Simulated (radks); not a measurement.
Effect of the nuclear size on neutral dysprosium, [Xe] 4f10 6s2. Calculated with a radial shooting solver on a logarithmic mesh with Libxc functionals: Dirac Kohn-Sham, BLYP, spin-unpolarised, spherical densities, finite nucleus; open shells fill j = l - 1/2 first; Fermi nuclear charge, rms radius 5.2218 fm. The rms radius is varied about that value; shifts are against it.

| rms radius (fm) | total energy shift (eV) | density at nucleus (e/bohr^3) | 1s1/2 shift (meV) | 2s1/2 shift (meV) | 5s1/2 shift (meV) | 5p1/2 shift (meV) | 6s1/2 shift (meV) | 4f7/2 shift (meV) | 6p1/2 (empty) shift (meV) |
|---|---|---|---|---|---|---|---|---|---|
| 4.2244 | -9.15 | 7.845e+05 | -3760 | -493 | -3.70 | 0.417 | -0.151 | 0.690 | 0.120 |
| 4.7779 | -4.24 | 7.587e+05 | -1740 | -229 | -1.72 | 0.194 | -0.070 | 0.320 | 0.056 |
| 5.2218 | 0 | 7.405e+05 | 0.000 | 0.000 | 0.000 | 0.000 | 0.000 | 0.000 | 0.000 |
| 5.5403 | 3.21 | 7.287e+05 | 1320 | 173 | 1.30 | -0.146 | 0.053 | -0.243 | -0.042 |
| 6.026 | 8.38 | 7.122e+05 | 3440 | 451 | 3.39 | -0.382 | 0.138 | -0.633 | -0.110 |

Slopes of the eigenvalues against <r^2> in GHz/fm^2, as finite differences over the two radii next to the reference (eigenvalue slopes, not the field-shift constants of lines): 1s1/2 94200, 2s1/2 12400, 5s1/2 92.6, 5p1/2 -10.5, 6s1/2 3.77, 4f7/2 -17.3, 6p1/2 (empty) -3.02.
